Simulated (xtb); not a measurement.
xtb input (GFN2-xTB):

```bash
xtb mol.xyz --gfn 2 --ohess tight --chrg -1 --uhf 0
```
mol.xyz:
```
16

C     -0.68556971    -1.44282278     0.56453434
C      0.14789458    -0.20446120     0.14044566
C      0.73368792     0.42976318     1.43040233
C      1.35646295    -0.66927585    -0.60293228
Si    -0.94529528     1.02400926    -0.99221804
H     -1.03702354    -1.94177722    -0.30915215
H     -1.52270279    -1.17133855     1.12755429
H     -0.05244367    -2.12725406     1.13215342
H      1.30839827    -0.26298184     2.03024525
H      1.34779268     1.29473497     1.24469162
H     -0.12199559     0.82220224     2.09533752
H      2.06191133     0.12122358    -0.95752073
H      2.00089637    -1.41247939    -0.09625086
H      1.04113630    -1.22774064    -1.55746709
H      0.02061986     2.20670927    -0.89941972
H     -1.76191963     1.48641343     0.22974026
```

End of the output:

```
   ------------------------------------------------------------------------
    298.15    0.863555E-02    0.142059E+00    0.391273E-01    0.102932E+00
   ------------------------------------------------------------------------

         :::::::::::::::::::::::::::::::::::::::::::::::::::::
         ::                  THERMODYNAMIC                  ::
         :::::::::::::::::::::::::::::::::::::::::::::::::::::
         :: total free energy         -15.912387007365 Eh   ::
         ::.................................................::
         :: total energy              -16.015318575841 Eh   ::
         :: zero point energy           0.133423310258 Eh   ::
         :: G(RRHO) w/o ZPVE           -0.030491741782 Eh   ::
         :: G(RRHO) contrib.            0.102931568476 Eh   ::
         :::::::::::::::::::::::::::::::::::::::::::::::::::::

optimized geometry written to: xtbopt.xyz

           -------------------------------------------------
          | TOTAL ENERGY              -16.015318575841 Eh   |
          | TOTAL ENTHALPY            -15.873259714872 Eh   |
          | TOTAL FREE ENERGY         -15.912387007365 Eh   |
          | GRADIENT NORM               0.000085898251 Eh/α |
          | HOMO-LUMO GAP               3.999369113286 eV   |
           -------------------------------------------------

------------------------------------------------------------------------
------------------------------------------------------------------------
 total:
 SCF:
 ANC optimizer:
 analytical hessian:
```

It need not be the lowest isomer of its formula. Whether it binds its extra electron was not tested at this geometry.
